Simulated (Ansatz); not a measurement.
Ge(OH)2Me2 (C₂H₈GeO₂). Total charge 0; singlet. Geometry PBE-D4/def2-SVP.

```tsv
atom	x (Å)	y (Å)	z (Å)
C1	-0.4265	-1.1245	1.3407
C2	-0.7563	0.3607	-1.5949
Ge3	0.2671	0.1733	0.0574
O4	1.9305	-0.2421	-0.5147
O5	0.3412	1.7120	1.0028
H6	2.5258	-0.3721	0.2467
H7	0.6750	2.4363	0.4414
H8	0.1729	-1.1022	2.2715
H9	-0.3943	-2.1454	0.9136
H10	-1.4751	-0.8752	1.5961
H11	-0.8736	-0.6293	-2.0778
H12	-0.2268	1.0310	-2.2996
H13	-1.7598	0.7774	-1.3831
```

B3LYP takes the VWN-RPA correlation.

(1) Estimate the orbital energies around the gap (eV) in Ansatz with HF/STO-3G, PBE-D4/def2-SVP, r2SCAN-D4/def2-TZVP, B3LYP-D4/def2-TZVP, PBE0-D4/def2-SVP.

## Answers

(1) 
```json
{"orbital": "HOMO−9", "HF/STO-3G": "-14.31", "PBE-D4/def2-SVP": "-10.03", "r2SCAN-D4/def2-TZVP": "-10.59", "B3LYP-D4/def2-TZVP": "-11.52", "PBE0-D4/def2-SVP": "-11.67"}
{"orbital": "HOMO−8", "HF/STO-3G": "-14.13", "PBE-D4/def2-SVP": "-9.84", "r2SCAN-D4/def2-TZVP": "-10.41", "B3LYP-D4/def2-TZVP": "-11.34", "PBE0-D4/def2-SVP": "-11.48"}
{"orbital": "HOMO−7", "HF/STO-3G": "-13.91", "PBE-D4/def2-SVP": "-9.67", "r2SCAN-D4/def2-TZVP": "-10.27", "B3LYP-D4/def2-TZVP": "-11.22", "PBE0-D4/def2-SVP": "-11.33"}
{"orbital": "HOMO−6", "HF/STO-3G": "-13.71", "PBE-D4/def2-SVP": "-9.54", "r2SCAN-D4/def2-TZVP": "-10.10", "B3LYP-D4/def2-TZVP": "-11.02", "PBE0-D4/def2-SVP": "-11.15"}
{"orbital": "HOMO−5", "HF/STO-3G": "-12.57", "PBE-D4/def2-SVP": "-9.27", "r2SCAN-D4/def2-TZVP": "-9.95", "B3LYP-D4/def2-TZVP": "-10.90", "PBE0-D4/def2-SVP": "-10.97"}
{"orbital": "HOMO−4", "HF/STO-3G": "-11.22", "PBE-D4/def2-SVP": "-8.06", "r2SCAN-D4/def2-TZVP": "-8.66", "B3LYP-D4/def2-TZVP": "-9.65", "PBE0-D4/def2-SVP": "-9.77"}
{"orbital": "HOMO−3", "HF/STO-3G": "-11.14", "PBE-D4/def2-SVP": "-8.03", "r2SCAN-D4/def2-TZVP": "-8.64", "B3LYP-D4/def2-TZVP": "-9.61", "PBE0-D4/def2-SVP": "-9.73"}
{"orbital": "HOMO−2", "HF/STO-3G": "-9.30", "PBE-D4/def2-SVP": "-6.95", "r2SCAN-D4/def2-TZVP": "-7.52", "B3LYP-D4/def2-TZVP": "-8.43", "PBE0-D4/def2-SVP": "-8.50"}
{"orbital": "HOMO−1", "HF/STO-3G": "-9.06", "PBE-D4/def2-SVP": "-6.58", "r2SCAN-D4/def2-TZVP": "-7.30", "B3LYP-D4/def2-TZVP": "-8.33", "PBE0-D4/def2-SVP": "-8.36"}
{"orbital": "HOMO", "HF/STO-3G": "-8.96", "PBE-D4/def2-SVP": "-6.27", "r2SCAN-D4/def2-TZVP": "-6.95", "B3LYP-D4/def2-TZVP": "-7.93", "PBE0-D4/def2-SVP": "-7.99"}
{"orbital": "LUMO", "HF/STO-3G": "11.41", "PBE-D4/def2-SVP": "0.07", "r2SCAN-D4/def2-TZVP": "0.18", "B3LYP-D4/def2-TZVP": "0.06", "PBE0-D4/def2-SVP": "0.99"}
{"orbital": "LUMO+1", "HF/STO-3G": "12.18", "PBE-D4/def2-SVP": "0.94", "r2SCAN-D4/def2-TZVP": "1.04", "B3LYP-D4/def2-TZVP": "0.99", "PBE0-D4/def2-SVP": "1.88"}
{"orbital": "LUMO+2", "HF/STO-3G": "12.88", "PBE-D4/def2-SVP": "1.24", "r2SCAN-D4/def2-TZVP": "1.38", "B3LYP-D4/def2-TZVP": "1.23", "PBE0-D4/def2-SVP": "2.11"}
{"orbital": "LUMO+3", "HF/STO-3G": "14.60", "PBE-D4/def2-SVP": "1.85", "r2SCAN-D4/def2-TZVP": "2.00", "B3LYP-D4/def2-TZVP": "1.68", "PBE0-D4/def2-SVP": "2.73"}
{"orbital": "LUMO+4", "HF/STO-3G": "18.92", "PBE-D4/def2-SVP": "2.40", "r2SCAN-D4/def2-TZVP": "2.34", "B3LYP-D4/def2-TZVP": "2.42", "PBE0-D4/def2-SVP": "3.33"}
{"orbital": "LUMO+5", "HF/STO-3G": "18.96", "PBE-D4/def2-SVP": "2.51", "r2SCAN-D4/def2-TZVP": "2.64", "B3LYP-D4/def2-TZVP": "2.46", "PBE0-D4/def2-SVP": "3.49"}
```
